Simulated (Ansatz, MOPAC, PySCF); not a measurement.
Dimer: C2H4 (SMILES C=C) (first 6 atoms) with CH2O2 (SMILES O=CO); geometry from B3LYP-D3(BJ)/def2-TZVP, rigid monomers moved along the line of their centres of mass till C1···H11 is 2.16 Å.
(charge 0, multiplicity 1):
| atom | x (Å) | y (Å) | z (Å) |
|---|---|---|---|
| C | -0.5815 | -0.2437 | -0.0160 |
| C | 0.6177 | 0.3200 | 0.0712 |
| H | -0.8066 | -1.1666 | 0.5048 |
| H | -1.3733 | 0.1904 | -0.6147 |
| H | 0.8555 | 1.2381 | -0.4526 |
| H | 1.4055 | -0.1268 | 0.6657 |
| O | 0.3674 | -1.1698 | 3.0366 |
| C | -0.1270 | -0.1945 | 3.5313 |
| O | -0.5804 | 0.8727 | 2.8650 |
| H | -0.2728 | -0.0508 | 4.6103 |
| H | -0.4413 | 0.7245 | 1.9066 |

Monomers are frozen at their geometry in the pair; levels with a basis set take the counterpoise correction. Rows marked so take none.

Rows in 3-21G carry no dispersion term and start afresh at each structure. The state that PM3, PM7 reach isn't checked; PM7 holds dispersion and hydrogen-bond terms.

Programs: Ansatz (a program for electronic structure) with Gaussian orbitals; MOPAC for PM3, PM7 (differences of heats of formation); PySCF for 3-21G rows. Each number belongs to the level named beside it.

Q: One of these levels gives -28.2 kJ/mol for the interaction energy. Which one is it?
A. PM3
B. B3LYP/3-21G (no counterpoise)
C. PM7
D. B3LYP/def2-TZVPPD

A: B, B3LYP/3-21G (no counterpoise). The others give 0.7 (PM3), -4.4 (PM7), -5.9 (B3LYP/def2-TZVPPD)
